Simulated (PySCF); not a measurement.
Job file and geometry (Å, from GFN2-xTB) of an NMR shielding run on SMILES C#CCC#[N+][BH3-], C₄H₆BN, PySCF 2.14.0, density-fitted response routines, GIAO PBE0/pcSseg-1 NMR shielding, non-relativistic, gas phase; density fitting, a coarse starting grid and PySCF grid level 2 are the driver's defaults:

```
{"job": {"kind": "nmr", "xc": "PBE0", "basis": "pcSseg-1"}, "charge": 0, "multiplicity": 1}
B     -2.514729    -0.630023     0.329454
N     -1.091899    -0.534893     0.009948
C      0.027774    -0.485427    -0.248913
C      1.433431    -0.384033    -0.554349
C      1.958741     0.882974    -0.066981
C      2.373683     1.928131     0.338682
H     -2.567973    -0.912621     1.486690
H     -2.972232     0.444069     0.087542
H     -2.943664    -1.488025    -0.379868
H      1.577082    -0.449323    -1.639368
H      1.969883    -1.213255    -0.078164
H      2.751101     2.841740     0.689298
```

Q: Write the output of this run.

A: 
```
coarse grid: 10216 points
cycle   1  E = -235.0642543814  dE =  9.133e-01  |g| = 5.672e-01  |ddm| = 3.218e+00
cycle   2  E = -234.8129264518  dE =  2.513e-01  |g| = 1.181e+00  |ddm| = 1.391e+00
cycle   3  E = -235.1548476114  dE = -3.419e-01  |g| = 1.790e-01  |ddm| = 8.579e-01
cycle   4  E = -235.1616349562  dE = -6.787e-03  |g| = 6.646e-02  |ddm| = 1.689e-01
cycle   5  E = -235.1624453873  dE = -8.104e-04  |g| = 2.905e-02  |ddm| = 5.228e-02
cycle   6  E = -235.1626261085  dE = -1.807e-04  |g| = 8.894e-03  |ddm| = 2.213e-02
cycle   7  E = -235.1626460424  dE = -1.993e-05  |g| = 1.275e-03  |ddm| = 6.670e-03
cycle   8  E = -235.1626464223  dE = -3.799e-07  |g| = 2.380e-04  |ddm| = 1.294e-03
final grid: 99264 points
cycle   9  E = -235.1969603713  dE = -3.045e-05  |g| = 5.477e-03  |ddm| = 3.280e-02
cycle  10  E = -235.1969612088  dE = -8.375e-07  |g| = 5.470e-03  |ddm| = 9.814e-03
cycle  11  E = -235.1969682065  dE = -6.998e-06  |g| = 1.767e-03  |ddm| = 4.577e-03
cycle  12  E = -235.1969688836  dE = -6.770e-07  |g| = 2.108e-04  |ddm| = 1.062e-03
cycle  13  E = -235.1969688900  dE = -6.463e-09  |g| = 1.329e-04  |ddm| = 2.198e-04
cycle  14  E = -235.1969688938  dE = -3.735e-09  |g| = 6.011e-05  |ddm| = 1.124e-04
cycle  15  E = -235.1969688946  dE = -8.366e-10  |g| = 7.427e-06  |ddm| = 3.912e-05
converged SCF energy = -235.1969688946

GIAO shielding tensors (ppm)
atom      isotropic    diamagn.    paramagn.     s11        s22        s33       span
  0 B      143.931     193.581     -49.649    132.010    132.272    167.512     35.501
  1 N       27.637     329.518    -301.881   -123.658   -115.920    322.491    446.149
  2 C       76.907     269.552    -192.645    -12.710    -11.095    254.526    267.236
  3 C      176.329     245.588     -69.259    164.560    175.964    188.464     23.904
  4 C      113.455     263.963    -150.509     22.044     23.014    295.306    273.262
  5 C      104.859     255.518    -150.659     28.903     30.809    254.865    225.962
  6 H       29.817      30.172      -0.355     26.586     29.025     33.839      7.252
  7 H       29.803      30.439      -0.636     26.589     29.043     33.778      7.189
  8 H       29.812      29.529       0.282     26.583     28.948     33.904      7.321
  9 H       28.075      25.210       2.865     22.875     26.963     34.387     11.512
 10 H       28.076      25.224       2.852     22.866     26.974     34.388     11.522
 11 H       29.891      33.320      -3.429     24.789     24.862     40.022     15.233
```

Size and cost of the density-fitted run: 132 basis functions, 11 s wall time on 1 thread of an x86-64 server CPU, shared host.
